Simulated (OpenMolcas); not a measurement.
Rh5+ (d4) among equal point charges was computed by CASSCF with the d shell active (OpenMolcas, ANO-RCC-VDZP on the metal). Its lowest spin-free states, and all those of the highest spin:

| 2S+1 | Degeneracy | E (cm-1) |
| --- | --- | --- |
| 5 | 1 | 0.0 |
| 5 | 1 | 4190 |
| 5 | 2 | 14554 |
| 5 | 1 | 17418 |
| 3 | 2 | 22669 |
| 3 | 1 | 22851 |
| 3 | 1 | 23011 |
| 3 | 2 | 24824 |
| 3 | 1 | 25174 |
| 3 | 1 | 25897 |
| 3 | 1 | 27017 |
| 3 | 2 | 28382 |

Q: Is the site octahedral, tetrahedral or cube-like, axial, or of lower symmetry?

A: The states with 2S+1 = 5 have orbital degeneracies 1, 1, 2, 1. There are pairs but no triples, so the site is axial: not cubic, but with a proper or improper axis of order three or more. The run had Rh5+ among 4 point charges of -2.5 e arranged as a square (D4h), 2.17 Å from the ion.

Without dynamic correlation the repulsion within the d shell is too large (B by tens of per cent), so at a given field states of lower spin stand too high. Point charges give a weaker field than real ligands, and real ions of this kind are as a rule low spin; the high spin found here belongs to the model. This is an electrostatic model: the charges have no orbitals. No measured value stands beside these numbers.
